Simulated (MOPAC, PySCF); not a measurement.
C₃H₄O₂, SMILES `CC(=O)C=O` (O–C–C–O torsion 180°), neutral singlet in the gas phase. 

Cartesian coordinates (Å):
SMILES: C(C=O)(=O)C
```xyz
9

C     -1.0814     0.3899    -0.1991
C      0.3049     0.4131     0.3502
O      0.7620     1.2795     1.0512
C      1.2178    -0.7607    -0.0084
O      0.8701    -1.6783    -0.6946
H     -1.6289     1.2703     0.1299
H     -1.5906    -0.5224     0.1224
H     -1.0442     0.3464    -1.2908
H      2.2321    -0.6760     0.4311
```
Charge 0, spin multiplicity 1.

All levels are single points at this geometry (PBE0-D3(BJ)/def2-TZVP); Pople sets use spherical d functions. Orbital energies aren't observables, and empty levels follow the basis.

| level | HOMO (eV) | LUMO (eV) | gap (eV) | dipole (D) | vertical IE, Delta-SCF (eV) |
|---|---|---|---|---|---|
| PBE-D3(BJ)/def2-TZVP in PySCF | -5.89 | -3.82 | 2.07 | 1.07 | – |
| TPSSh-D3(BJ)/def2-TZVP in PySCF | -6.62 | -3.24 | 3.38 | 1.03 | – |
| B3LYP/3-21G in PySCF | -6.65 | -2.42 | 4.24 | 0.92 | – |
| B3LYP/6-311+G** in PySCF | -7.37 | -3.09 | 4.28 | 1.07 | – |
| B3LYP/6-31G* in PySCF | -6.92 | -2.60 | 4.32 | 0.96 | 9.63 |
| BP86/6-31G* in PySCF | -5.63 | -3.55 | 2.08 | 1.01 | – |
| M06-2X/6-31G* in PySCF | -8.77 | -1.28 | 7.49 | 0.93 | – |
| PBE/6-31G* in PySCF | -5.49 | -3.44 | 2.05 | 1.00 | 9.13 |
| HF/3-21G in PySCF | -11.13 | 1.93 | 13.06 | 0.87 | – |
| HF/6-31G* in PySCF | -11.38 | 1.83 | 13.21 | 0.90 | – |
| HF/STO-3G in PySCF | -8.50 | 5.80 | 14.31 | 0.54 | – |
| PM3 in MOPAC | -10.48 | -0.49 | 9.99 | 0.61 | – |
| PM7 in MOPAC | -10.13 | -0.85 | 9.28 | 0.82 | – |
